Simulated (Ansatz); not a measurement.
Ga(H2S)H3 (GaH₅S), relaxed as a singlet with RKS PBE0-D4/def2-TZVP in Ansatz, starting from the GFN2-xTB geometry. Force threshold 0.02 eV/Å.

Start:

```xyz
7

Ga    0.823   -0.586   -0.252
S    -1.223    0.883   -0.310
H    -1.847    0.125    0.593
H    -0.719    1.691    0.626
H     0.271   -1.810   -1.009
H     0.873   -0.664    1.300
H     1.821    0.360   -0.949
```

```json
{"step": "1", "energy (eV)": "-63283.9483", "largest force component (eV/Å)": "0.500", "SCF passes": "14"}
{"step": "2", "energy (eV)": "-63283.9568", "largest force component (eV/Å)": "0.653", "SCF passes": "18"}
{"step": "3", "energy (eV)": "-63283.9923", "largest force component (eV/Å)": "0.455", "SCF passes": "18"}
{"step": "4", "energy (eV)": "-63284.0005", "largest force component (eV/Å)": "0.063", "SCF passes": "19"}
{"step": "5", "energy (eV)": "-63284.0010", "largest force component (eV/Å)": "0.011", "SCF passes": "20"}
```

Force components are those of the run's own axes.

End:

Cartesian coordinates in Å:
```
Ga 0.900 -0.641 -0.223
S -1.207 0.873 -0.306
H -1.953 0.192 0.580
H -0.819 1.771 0.615
H 0.245 -1.821 -1.035
H 1.007 -0.760 1.344
H 1.827 0.386 -0.975
```

By distances, no bond broke or formed. The bond that changes most is Ga1–S2, from 2.52 to 2.60 Å (atoms count from 1).

No frequencies were taken in this run, so the end may be a saddle point.

Hardware: 4 threads of Intel Xeon on a shared host. Wall time 9.6 s.
